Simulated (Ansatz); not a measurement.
Several settings on one geometry of `Brc1cccc2cc3ccccc3cc12` (that of the charge 0 singlet, PBE0-D4/def2-SVP). Ansatz on 4 threads of Arm Neoverse V1 on a shared host; times are rough.

```tsv
atom	x (Å)	y (Å)	z (Å)
Br1	-2.7467	3.0927	-0.2568
C2	-2.5578	1.2145	-0.1788
C3	-3.6899	0.4456	-0.2110
C4	-3.5927	-0.9701	-0.1548
C5	-2.3720	-1.5790	-0.0683
C6	-1.1731	-0.8079	-0.0327
C7	0.0819	-1.4182	0.0554
C8	1.2647	-0.6753	0.0911
C9	2.5498	-1.2893	0.1808
C10	3.6877	-0.5296	0.2135
C11	3.6094	0.8903	0.1586
C12	2.3949	1.5155	0.0723
C13	1.1848	0.7600	0.0355
C14	-0.0679	1.3754	-0.0528
C15	-1.2505	0.6328	-0.0886
H16	-4.6675	0.9247	-0.2801
H17	-4.5085	-1.5645	-0.1818
H18	-2.2934	-2.6679	-0.0251
H19	0.1354	-2.5095	0.0974
H20	2.6071	-2.3800	0.2230
H21	4.6659	-1.0114	0.2822
H22	4.5284	1.4805	0.1858
H23	2.3314	2.6058	0.0300
H24	-0.1214	2.4649	-0.0947
```

Totals from different functionals, basis sets or treatments of relativity can't be compared as stabilities.

The 6-31G sets use Cartesian d functions.

Problem. Give the basis size and estimate the energy, ⟨S²⟩ and time of these runs.

```
run                 method  charge    state                                                                                                       further keys
  1   RKS ωB97X-V/def2-SVP       0  singlet  final_grid: {core_spheres: 8, valence_spheres: 7, degree: 23}; pseudopotentials: {relativity: none}; forces asked
  2  RKS ωB97X/def2-mTZVPP       0  singlet                                                                                    scf: {lower_state_search: full}
  3        RKS ωPBEh/6-31G       0  singlet                           fitting: {mean_field: def2-universal-jkfit}; scf: {omitted_lower_state_checks: [starts]}
```

Solution. 
| run | functions | energy (Eh) | ⟨S²⟩ | wall time |
| --- | --- | --- | --- | --- |
| 1 | 273 | -3112.0070 | – | 25 s |
| 2 | 347 | -3113.1093 | – | 46 s |
| 3 | 173 | -3111.6940 | – | 8 s |
